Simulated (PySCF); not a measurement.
PySCF input (M06-L/def2-TZVPD):

```python
from pyscf import gto, scf, dft

mol = gto.M(
    atom='''
    Li   -0.00000000   -0.00000000   -1.25868851
    O     0.00000000    0.00000000    0.31385345
    H     0.00000000    0.00000000    1.26523792
    ''',
    basis='def2-tzvpd',
    charge=0,
    spin=0,
    verbose=4,
)

mf = dft.RKS(mol, xc='m06l').density_fit(auxbasis='def2-universal-jkfit')
mf.grids.level = 4
mf.conv_tol = 1e-9
mf.max_cycle = 100
mf.max_memory = 1500
mf.kernel()
if not mf.converged:
    mf = mf.newton()
    mf.kernel(mf.make_rdm1())
mf.analyze()
```

End of the output:

```
Extra cycle  E= -83.4050576873528  delta_E= 7.15e-11  |g|= 2.29e-05  |ddm|= 2.96e-05
converged SCF energy = -83.4050576873528
**** SCF Summaries ****
Total Energy =                         -83.405057687352809
Nuclear Repulsion Energy =              13.154994231793953
One-electron Energy =                 -141.512092790966221
Two-electron Energy =                   44.952040871819470
Two-electron Coulomb Energy =           55.880552277616260
DFT Exchange-Correlation Energy =      -10.928511405796788
HOMO-LUMO gap [eV] =                     3.599592192156858
**** MO energy ****
MO #1   energy= -18.8404295867849  occ= 2
MO #2   energy= -1.90389517018576  occ= 2
MO #3   energy= -0.826578374363365 occ= 2
MO #4   energy= -0.338116518656527 occ= 2
MO #5   energy= -0.174219447614601 occ= 2
MO #6   energy= -0.174219447384742 occ= 2
MO #7   energy= -0.0419368731156027 occ= 0
MO #8   energy= 0.0157449982104466 occ= 0
MO #9   energy= 0.0157450003370924 occ= 0
MO #10  energy= 0.0256294559983646 occ= 0
MO #11  energy= 0.0591243095841817 occ= 0
MO #12  energy= 0.0992723483351012 occ= 0
MO #13  energy= 0.104257787977187  occ= 0
MO #14  energy= 0.104257788406376  occ= 0
MO #15  energy= 0.14765966096504   occ= 0
MO #16  energy= 0.147659661773875  occ= 0
MO #17  energy= 0.160313204402617  occ= 0
MO #18  energy= 0.244318372076727  occ= 0
MO #19  energy= 0.253232562143854  occ= 0
MO #20  energy= 0.310704842909083  occ= 0
MO #21  energy= 0.310704843423015  occ= 0
MO #22  energy= 0.367379461888203  occ= 0
MO #23  energy= 0.395529261908125  occ= 0
MO #24  energy= 0.395530089581392  occ= 0
MO #25  energy= 0.416150754424243  occ= 0
MO #26  energy= 0.416150754472284  occ= 0
MO #27  energy= 0.539058010829983  occ= 0
MO #28  energy= 0.674988395147215  occ= 0
MO #29  energy= 0.681078168989808  occ= 0
MO #30  energy= 0.681078169947781  occ= 0
MO #31  energy= 0.77879877842956   occ= 0
MO #32  energy= 0.77879877926944   occ= 0
MO #33  energy= 0.837431453927898  occ= 0
MO #34  energy= 0.902167846596654  occ= 0
MO #35  energy= 1.14752544764503   occ= 0
MO #36  energy= 1.63372582110911   occ= 0
MO #37  energy= 1.68685861433758   occ= 0
MO #38  energy= 1.68685861487921   occ= 0
MO #39  energy= 1.81503736863583   occ= 0
MO #40  energy= 1.81506116245456   occ= 0
MO #41  energy= 2.24759902745671   occ= 0
MO #42  energy= 2.24759902864228   occ= 0
MO #43  energy= 2.24850960312814   occ= 0
MO #44  energy= 2.70630959595486   occ= 0
MO #45  energy= 2.92948148383821   occ= 0
MO #46  energy= 2.92948148398163   occ= 0
MO #47  energy= 3.00549445068883   occ= 0
MO #48  energy= 3.35555406325756   occ= 0
MO #49  energy= 4.17041631918514   occ= 0
MO #50  energy= 5.34411407532229   occ= 0
MO #51  energy= 5.34434867592368   occ= 0
MO #52  energy= 5.39589851640969   occ= 0
MO #53  energy= 5.39589851641363   occ= 0
MO #54  energy= 5.65274243172715   occ= 0
MO #55  energy= 5.65274243305786   occ= 0
MO #56  energy= 5.94899152023107   occ= 0
MO #57  energy= 5.94899152045795   occ= 0
MO #58  energy= 6.08056997327046   occ= 0
MO #59  energy= 6.61012038024263   occ= 0
MO #60  energy= 6.61033758763096   occ= 0
MO #61  energy= 6.61327489559532   occ= 0
MO #62  energy= 6.72954834215086   occ= 0
MO #63  energy= 6.72954834314896   occ= 0
MO #64  energy= 7.41026431880719   occ= 0
MO #65  energy= 15.1451550529232   occ= 0
MO #66  energy= 43.8206639279378   occ= 0
 ** Mulliken pop on meta-lowdin orthogonal AOs  **
 ** Mulliken pop  **
pop of  0 Li 1s           1.99950
pop of  0 Li 2s           0.06036
pop of  0 Li 3s           0.00041
pop of  0 Li 4s           0.00011
pop of  0 Li 5s           0.00007
pop of  0 Li 2px          0.01475
pop of  0 Li 2py          0.01475
pop of  0 Li 2pz          0.00771
pop of  0 Li 3px          0.00271
pop of  0 Li 3py          0.00271
pop of  0 Li 3pz          0.00505
pop of  0 Li 4px          0.00017
pop of  0 Li 4py          0.00017
pop of  0 Li 4pz          0.00002
pop of  0 Li 5px          0.00022
pop of  0 Li 5py          0.00022
pop of  0 Li 5pz          0.00110
pop of  1 O 1s            1.99997
pop of  1 O 2s            1.74601
pop of  1 O 3s            0.00662
pop of  1 O 4s            0.00049
pop of  1 O 5s            0.00025
pop of  1 O 6s            0.00016
pop of  1 O 2px           1.94246
pop of  1 O 2py           1.94246
pop of  1 O 2pz           1.49353
pop of  1 O 3px           0.02627
pop of  1 O 3py           0.02627
pop of  1 O 3pz           0.00173
pop of  1 O 4px           0.00002
pop of  1 O 4py           0.00002
pop of  1 O 4pz           0.00287
pop of  1 O 5px           0.00084
pop of  1 O 5py           0.00084
pop of  1 O 5pz           0.00055
pop of  1 O 3dxy          0.00000
pop of  1 O 3dyz          0.00003
pop of  1 O 3dz^2         0.00355
pop of  1 O 3dxz          0.00003
pop of  1 O 3dx2-y2       0.00000
pop of  1 O 4dxy          0.00000
pop of  1 O 4dyz          0.00086
pop of  1 O 4dz^2         0.00031
pop of  1 O 4dxz          0.00086
pop of  1 O 4dx2-y2       0.00000
pop of  1 O 5dxy          0.00000
pop of  1 O 5dyz          0.00111
pop of  1 O 5dz^2         0.00082
pop of  1 O 5dxz          0.00111
pop of  1 O 5dx2-y2       0.00000
pop of  1 O 4f-3          0.00000
pop of  1 O 4f-2          0.00000
pop of  1 O 4f-1          0.00026
pop of  1 O 4f+0          0.00077
pop of  1 O 4f+1          0.00026
pop of  1 O 4f+2          0.00000
pop of  1 O 4f+3          0.00000
pop of  2 H 1s            0.65101
pop of  2 H 2s            0.01028
pop of  2 H 3s            0.00570
pop of  2 H 2px           0.00697
pop of  2 H 2py           0.00697
pop of  2 H 2pz           0.00067
pop of  2 H 3px           0.00333
pop of  2 H 3py           0.00333
pop of  2 H 3pz           0.00037
 ** Mulliken atomic charges  **
charge of    0Li =      0.88996
charge of    1O =     -1.20133
charge of    2H =      0.31137
Dipole moment(X, Y, Z, Debye):  0.00000,  0.00000, -4.58390
```
